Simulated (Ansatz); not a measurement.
Geometry optimisation, RKS PBE-D4/def2-SVP (Ansatz).

The input (input.yaml):

```yaml
crystal:
  periodic: [false, false, false]
  atoms:
    - { symbol: Ge, position_ang: [-0.166647, 0.196133, -0.053118] }
    - { symbol: F, position_ang: [0.145978, 0.360898, 1.624721] }
    - { symbol: F, position_ang: [1.377166, 0.32599, -0.828242] }
    - { symbol: F, position_ang: [-1.09244, 1.571509, -0.523997] }
    - { symbol: O, position_ang: [-1.082818, -1.244495, -0.442305] }
    - { symbol: H, position_ang: [-0.609992, -2.02663, -0.073882] }
    - { symbol: Br, position_ang: [1.237059, -2.775434, 1.427401] }
    - { symbol: H, position_ang: [0.923994, -1.521672, 2.202523] }
basis:
  gaussian: { orbitals: def2-SVP }
hamiltonian:
  xc: pbe
  dispersion: d4
relax:
  f_tol: 0.03
  max_steps: 50
```

Command:

```bash
$ ansatz run input.yaml --threads 4 --pin off --max-ram 5120MiB --backend cpu --events-out ev --progress --plain --runs-dir out
```

Problem. Where does it end, and by what steps?

Solution. It converged. After 12 steps the energy has fallen by 0.081 eV; Br7 moved furthest, 0.36 Å.

| step | energy less start (eV) | largest force component (eV/Å) | accepted |
| --- | --- | --- | --- |
| 0 | 0.0000 | 1.127 | yes |
| 1 | -0.0533 | 0.384 | yes |
| 2 | -0.0647 | 0.329 | yes |
| 3 | -0.0704 | 0.116 | yes |
| 4 | -0.0739 | 0.086 | yes |
| 5 | -0.0749 | 0.145 | yes |
| 6 | -0.0755 | 0.145 | yes |
| 7 | -0.0758 | 0.158 | yes |
| 8 | -0.0772 | 0.281 | yes |
| 9 | -0.0796 | 0.103 | yes |
| 10 | -0.0805 | 0.077 | yes |
| 11 | -0.0804 | 0.101 | no |
| 12 | -0.0808 | 0.011 | yes |

```xyz
8
Properties=species:S:1:pos:R:3
Ge -0.150 0.237 -0.102
F 0.270 0.274 1.602
F 1.328 0.570 -0.933
F -1.225 1.550 -0.397
O -0.918 -1.266 -0.548
H -0.454 -2.016 -0.104
Br 1.034 -2.915 1.689
H 0.847 -1.548 2.126
```

Whether the end is a true minimum wasn't checked by a vibrational analysis.

Run time: 21 s on 4 threads of Arm Neoverse V1, with other jobs on the host, peak memory 0.2 GiB.
